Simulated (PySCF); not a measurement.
C2H4ClNSi, SMILES N#CC[SiH2]Cl.

Coordinates come from a B3LYP-D3(BJ)/def2-SVP optimisation. This is a generated structure with no PubChem entry under its InChIKey; it may be hypothetical. Other conformers were not sampled.

Two levels are set side by side: PBE/def2-TZVP (PySCF) and r2SCAN/def2-TZVP (PySCF). Same geometry, gas phase. Differences are taken from unrounded values.

| quantity | r2SCAN | PBE | PBE minus r2SCAN |
|---|---|---|---|
| orbital gap (eV) | 7.17 | 6.49 | -0.68 |
| highest occupied level (eV) | -7.95 | -7.66 | 0.28 |
| lowest empty level (eV) | -0.78 | -1.18 | -0.40 |
| dipole moment (D) | 4.38 | 4.24 | -0.14 |
| mean polarisability (bohr³) | 63.1 | 64.7 | 1.7 |

Rough cost on one machine, each run with all the roots and properties that it gave: r2SCAN against PBE about 3 times.
